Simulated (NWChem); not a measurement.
A series in which one site is exchanged, each optimised at PBE0/def2-SVP with NWChem, gas phase unless a solvent is named. def2 effective core potentials on I; no spin-orbit coupling.

A: [Cu][I] (CuI; site = I)
B: [CuH] (CuH; site = H)
C: [F][Cu] (CuF; site = F)

Q: Rank them by static polarisability, PBE/def2-SVPD (bohr³), lowest first.

A: C (25.7), B (35.3), A (66.1)
